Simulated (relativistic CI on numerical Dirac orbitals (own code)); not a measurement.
## Os3+ (5d5) in a crystal field

Calculated by Dirac-Coulomb-Breit CI, KLI orbitals optimised for each configuration, model QED, valence Slater integrals scaled by 0.8, one configuration in a parametric crystal field (own radial code).

Field parameters in Wybourne normalisation: Td as Oh with Dq negative (B⁴₀ = 21Dq, B⁴₄ = √(5/14) B⁴₀). The field is a parameter set, without covalency.

S is read from ⟨S²⟩ = S(S + 1).

Levels (cm⁻¹, degeneracy): 0 (4), 96 (2), 8040 (4), 11316 (2), 12592 (2), 12885 (4), 16109 (2), 16756 (2), 16811 (4), 16935 (4), 18310 (4), 18926 (2).

(1) Which field gives this pattern?
A. Td, 10Dq = -10600 cm⁻¹
B. Td, 10Dq = -5600 cm⁻¹
C. Td, 10Dq = -13100 cm⁻¹
D. Td, 10Dq = -8100 cm⁻¹

Results:

(1) A. Td, 10Dq = -10600 cm⁻¹, ground level with S = 2.30.
